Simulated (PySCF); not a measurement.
A geometry optimisation, step by step.

C3H9GeP.
Numbering: `[CH2:1]=[CH:2][CH2:3][GeH2:4][PH2:5]` (hydrogens: H6, H7 on C1; H8 on C2; H9, H10 on C3; H11, H12 on Ge4; H13, H14 on P5)

Method: PBE0-D3(BJ)/def2-SVP geometry optimisation, gas phase in PySCF 2.14.0; density fitting, grid level 1; the optimiser is geomeTRIC in internal coordinates, started from a GFN2-xTB structure with every atom displaced at random (about 0.01 Å). The frame can shift and turn from step to step; on so coarse a grid that alone can change the energy by a few meV, and forces under 0.02 eV/Å are noise.

Step 0: E = -69037.3656 eV, largest atomic force 3.192 eV/Å
```
atom  x, y, z in Å  |  force x, y, z in eV/Å
C1     -2.135   -0.589   -0.522   -2.420   1.688  -1.217
C2     -1.150   -0.785    0.294    1.827  -0.164   1.498
C3     -0.668    0.193    1.290    1.359  -0.228   0.329
Ge4     1.136    0.970    0.717   -1.470  -0.279   0.476
P5      2.587   -0.729    0.218   -0.218  -0.756   1.054
H6     -2.722    0.360   -0.499    0.363  -0.543   0.033
H7     -2.461   -1.297   -1.251   -0.171  -0.768  -0.653
H8     -0.579   -1.709    0.243    0.116  -0.406  -0.034
H9     -1.368    1.007    1.463   -0.241   0.421  -0.056
H10    -0.490   -0.304    2.268    0.030   0.152  -0.212
H11     1.637    1.831    1.850    0.379   0.214   0.566
H12     0.872    1.938   -0.416   -0.053   0.197  -0.574
H13     1.890   -1.035   -0.952   -0.347  -0.228  -0.641
H14     3.445    0.131   -0.430    0.846   0.699  -0.568
```

Step 1: E = -69037.5790 eV, largest atomic force 0.378 eV/Å
```
atom  x, y, z in Å  |  force x, y, z in eV/Å
C1     -2.083   -0.731   -0.475    0.133  -0.155   0.197
C2     -1.039   -0.919    0.345   -0.165  -0.009  -0.245
C3     -0.560    0.044    1.371   -0.149   0.300  -0.041
Ge4     0.949    1.133    0.695    0.077   0.031   0.168
P5      2.537   -0.455    0.075    0.117   0.225  -0.281
H6     -2.709    0.161   -0.398   -0.030   0.071  -0.029
H7     -2.363   -1.475   -1.226    0.045   0.041   0.029
H8     -0.449   -1.838    0.232    0.007   0.000   0.005
H9     -1.354    0.755    1.662    0.050  -0.123   0.021
H10    -0.198   -0.468    2.277   -0.007   0.034  -0.007
H11     1.504    1.991    1.872   -0.031  -0.107  -0.212
H12     0.509    2.066   -0.469    0.016  -0.172   0.181
H13     1.828   -0.779   -1.131    0.084   0.013   0.099
H14     3.415    0.471   -0.593   -0.146  -0.150   0.115
```

Step 2: E = -69037.5966 eV, largest atomic force 0.139 eV/Å
```
atom  x, y, z in Å  |  force x, y, z in eV/Å
C1     -2.097   -0.737   -0.468    0.001  -0.002   0.027
C2     -1.054   -0.913    0.350    0.016  -0.021  -0.037
C3     -0.570    0.053    1.375   -0.047   0.123  -0.043
Ge4     0.959    1.115    0.708    0.016  -0.104   0.061
P5      2.565   -0.440    0.052    0.017   0.044  -0.053
H6     -2.726    0.158   -0.423    0.024  -0.002   0.024
H7     -2.362   -1.490   -1.214   -0.002  -0.005  -0.003
H8     -0.466   -1.834    0.246    0.009  -0.001  -0.001
H9     -1.359    0.764    1.668    0.009  -0.010   0.006
H10    -0.215   -0.459    2.282   -0.024  -0.019   0.019
H11     1.528    1.972    1.859    0.031  -0.006  -0.013
H12     0.507    2.036   -0.441   -0.029   0.004  -0.023
H13     1.861   -0.768   -1.149    0.013  -0.008   0.007
H14     3.416    0.501   -0.607   -0.034   0.005   0.032
```

Step 3: E = -69037.5995 eV, largest atomic force 0.100 eV/Å
```
atom  x, y, z in Å  |  force x, y, z in eV/Å
C1     -2.099   -0.737   -0.458   -0.029  -0.009  -0.034
C2     -1.053   -0.923    0.350   -0.005   0.043   0.020
C3     -0.578    0.053    1.371    0.080  -0.035   0.048
Ge4     0.959    1.099    0.708   -0.011  -0.057  -0.008
P5      2.584   -0.429    0.042   -0.010  -0.035   0.030
H6     -2.709    0.170   -0.394   -0.017  -0.024  -0.020
H7     -2.379   -1.480   -1.209   -0.010  -0.001  -0.003
H8     -0.466   -1.846    0.249    0.007   0.020   0.000
H9     -1.368    0.764    1.655   -0.009   0.012  -0.018
H10    -0.234   -0.457    2.285   -0.018  -0.005   0.024
H11     1.536    1.963    1.846    0.034   0.018   0.032
H12     0.497    2.011   -0.444   -0.019   0.030  -0.037
H13     1.890   -0.768   -1.159   -0.008  -0.003  -0.023
H14     3.408    0.538   -0.606    0.014   0.047  -0.012
```

Step 4: E = -69037.6009 eV, largest atomic force 0.111 eV/Å
```
atom  x, y, z in Å  |  force x, y, z in eV/Å
C1     -2.105   -0.749   -0.461   -0.022   0.076   0.024
C2     -1.061   -0.911    0.355    0.070  -0.081   0.031
C3     -0.580    0.061    1.378   -0.009  -0.048   0.026
Ge4     0.968    1.089    0.715   -0.028   0.019  -0.054
P5      2.588   -0.429    0.022   -0.014  -0.056   0.046
H6     -2.731    0.149   -0.411   -0.023  -0.002  -0.016
H7     -2.372   -1.504   -1.203    0.004  -0.001   0.007
H8     -0.469   -1.830    0.261    0.020  -0.004  -0.012
H9     -1.364    0.780    1.662   -0.011   0.033  -0.020
H10    -0.247   -0.455    2.293   -0.021  -0.001  -0.006
H11     1.567    1.945    1.849    0.012   0.006   0.023
H12     0.500    2.010   -0.431    0.003   0.013  -0.001
H13     1.893   -0.758   -1.181   -0.008   0.007  -0.022
H14     3.398    0.560   -0.611    0.025   0.038  -0.024
```

Step 5: E = -69037.6016 eV, largest atomic force 0.058 eV/Å
```
atom  x, y, z in Å  |  force x, y, z in eV/Å
C1     -2.105   -0.746   -0.454   -0.007  -0.049  -0.032
C2     -1.057   -0.915    0.357   -0.012   0.037   0.022
C3     -0.580    0.058    1.379    0.015  -0.028   0.032
Ge4     0.967    1.088    0.713   -0.017   0.025  -0.019
P5      2.588   -0.429    0.019   -0.004  -0.019   0.007
H6     -2.739    0.146   -0.409    0.028   0.010   0.034
H7     -2.370   -1.502   -1.197   -0.007  -0.007  -0.010
H8     -0.463   -1.833    0.258   -0.001   0.006  -0.016
H9     -1.364    0.779    1.657   -0.001   0.009  -0.020
H10    -0.249   -0.455    2.296   -0.006   0.010   0.001
H11     1.568    1.944    1.849    0.001  -0.006  -0.001
H12     0.499    2.011   -0.434    0.004  -0.003   0.015
H13     1.895   -0.754   -1.188    0.001   0.009  -0.007
H14     3.398    0.565   -0.610    0.006   0.005  -0.006
```

Step 6: E = -69037.6023 eV, largest atomic force 0.021 eV/Å
```
atom  x, y, z in Å  |  force x, y, z in eV/Å
C1     -2.105   -0.750   -0.451    0.003  -0.016   0.006
C2     -1.055   -0.918    0.358   -0.014   0.013  -0.007
C3     -0.580    0.057    1.379    0.010  -0.004   0.008
Ge4     0.965    1.090    0.710    0.001   0.004   0.009
P5      2.585   -0.430    0.016   -0.002   0.007  -0.018
H6     -2.735    0.144   -0.395    0.002  -0.002   0.002
H7     -2.373   -1.502   -1.198    0.001   0.002   0.001
H8     -0.457   -1.833    0.255    0.003   0.004  -0.006
H9     -1.366    0.779    1.652    0.003  -0.004  -0.013
H10    -0.251   -0.453    2.298    0.000   0.009   0.007
H11     1.567    1.943    1.848    0.000  -0.007  -0.007
H12     0.499    2.014   -0.434   -0.004  -0.001   0.008
H13     1.894   -0.747   -1.194    0.005   0.005   0.002
H14     3.399    0.565   -0.609   -0.006  -0.010   0.008
```

Step 7: E = -69037.6027 eV, largest atomic force 0.023 eV/Å
```
atom  x, y, z in Å  |  force x, y, z in eV/Å
C1     -2.106   -0.758   -0.446    0.002   0.002   0.017
C2     -1.052   -0.919    0.360   -0.004  -0.005  -0.009
C3     -0.580    0.059    1.380   -0.002  -0.001  -0.007
Ge4     0.965    1.089    0.710    0.013   0.001   0.012
P5      2.581   -0.430    0.005   -0.007   0.012  -0.019
H6     -2.742    0.131   -0.383   -0.007  -0.003  -0.008
H7     -2.372   -1.511   -1.192    0.003   0.003   0.004
H8     -0.448   -1.829    0.253    0.004   0.001  -0.001
H9     -1.367    0.783    1.647    0.000  -0.007  -0.005
H10    -0.255   -0.448    2.302    0.002   0.006   0.007
H11     1.574    1.935    1.849    0.000  -0.003  -0.004
H12     0.498    2.019   -0.428   -0.005   0.002   0.003
H13     1.893   -0.733   -1.211    0.004   0.003   0.003
H14     3.399    0.569   -0.608   -0.003  -0.011   0.009
```

Step 8: E = -69037.6034 eV, largest atomic force 0.037 eV/Å
```
atom  x, y, z in Å  |  force x, y, z in eV/Å
C1     -2.112   -0.782   -0.430    0.001   0.018   0.020
C2     -1.046   -0.921    0.363    0.011  -0.022  -0.006
C3     -0.581    0.064    1.380   -0.011   0.012  -0.033
Ge4     0.967    1.090    0.710    0.021  -0.007   0.014
P5      2.569   -0.430   -0.026   -0.015   0.014  -0.012
H6     -2.764    0.094   -0.357   -0.013  -0.003  -0.014
H7     -2.370   -1.538   -1.175    0.003   0.002   0.004
H8     -0.424   -1.818    0.248    0.002  -0.002   0.005
H9     -1.370    0.790    1.632   -0.004  -0.010   0.009
H10    -0.263   -0.434    2.309    0.006   0.000   0.005
H11     1.593    1.916    1.854   -0.002   0.002  -0.001
H12     0.498    2.039   -0.412   -0.004   0.005  -0.003
H13     1.888   -0.689   -1.256    0.001  -0.001   0.003
H14     3.402    0.576   -0.604    0.003  -0.006   0.008
```

Step 9: E = -69037.6037 eV, largest atomic force 0.032 eV/Å
```
atom  x, y, z in Å  |  force x, y, z in eV/Å
C1     -2.114   -0.796   -0.422   -0.001   0.013   0.010
C2     -1.042   -0.922    0.364    0.010  -0.017  -0.002
C3     -0.582    0.068    1.377   -0.009   0.012  -0.028
Ge4     0.968    1.094    0.711    0.013  -0.006   0.007
P5      2.559   -0.430   -0.041   -0.011   0.006  -0.004
H6     -2.777    0.073   -0.347   -0.007  -0.002  -0.008
H7     -2.369   -1.556   -1.165    0.002   0.001   0.002
H8     -0.410   -1.813    0.245    0.001  -0.002   0.005
H9     -1.373    0.792    1.625   -0.004  -0.008   0.011
H10    -0.264   -0.426    2.309    0.004  -0.002   0.003
H11     1.601    1.908    1.860   -0.001   0.003   0.001
H12     0.499    2.053   -0.402   -0.002   0.004  -0.003
H13     1.884   -0.663   -1.279    0.000  -0.001   0.001
H14     3.407    0.577   -0.598    0.005  -0.001   0.004
```

Step 10: E = -69037.6037 eV, largest atomic force under 0.02 eV/Å
```
atom  x, y, z in Å  |  force x, y, z in eV/Å
C1     -2.116   -0.806   -0.419    0.000   0.002  -0.002
C2     -1.038   -0.924    0.362    0.003  -0.004   0.002
C3     -0.582    0.070    1.373   -0.001   0.007  -0.008
Ge4     0.968    1.099    0.712   -0.001  -0.002   0.000
P5      2.552   -0.427   -0.049   -0.004  -0.002   0.002
H6     -2.785    0.057   -0.344    0.000   0.000  -0.001
H7     -2.367   -1.570   -1.159    0.000  -0.001  -0.001
H8     -0.402   -1.811    0.243    0.000  -0.001   0.002
H9     -1.377    0.791    1.621   -0.002  -0.003   0.006
H10    -0.263   -0.422    2.306    0.002  -0.002   0.000
H11     1.603    1.904    1.866    0.000   0.002   0.001
H12     0.501    2.067   -0.395    0.000   0.001  -0.001
H13     1.881   -0.644   -1.292    0.001   0.001  -0.001
H14     3.413    0.576   -0.589    0.002   0.004   0.001
```

Question: Summarise the path.

Answer: The energy falls by 0.2382 eV from step 0 to step 10; nine tenths of that is first reached at step 2. It falls at every step. The largest force goes from 3.192 to under 0.02 eV/Å. Among the bonds C3–Ge4 changes most, from 2.046 to 1.974 Å; the atoms move by 0.083 Å rms after alignment.

Question: Follow the three bonds and two angles with the largest change from start to end.

Answer: 
```
step  E above end (eV)  largest force (eV/Å)  C3–Ge4 (Å)  P5–H14 (Å)  C1=C2 (Å)  H11–Ge4–H12 (°)  P5–Ge4–H11 (°)
   0            0.2382                 3.192       2.046       1.377      1.294            104.8           112.2
   1            0.0248                 0.378       1.980       1.441      1.340            109.6           109.5
   2            0.0071                 0.139       1.978       1.430      1.337            109.4           109.1
   3            0.0042                 0.100       1.974       1.426      1.335            109.4           108.6
   4            0.0029                 0.111       1.973       1.426      1.335            109.5           108.1
   5            0.0021                 0.058       1.974       1.428      1.336            109.5           108.0
   6            0.0015                 0.021       1.975       1.429      1.336            109.5           108.0
   7            0.0010                 0.023       1.974       1.429      1.336            109.5           107.9
   8            0.0003                 0.037       1.974       1.429      1.336            109.5           107.7
   9            0.0001                 0.032       1.974       1.429      1.336            109.5           107.8
  10            0.0000            under 0.02       1.974       1.429      1.336            109.5           107.9
```

What follows is the cost of the whole optimisation. Time: 97 s; peak memory 0.53 GiB. Hardware: Arm Neoverse V2, one thread, shared host with 96 logical CPUs at a one-minute load of 63.
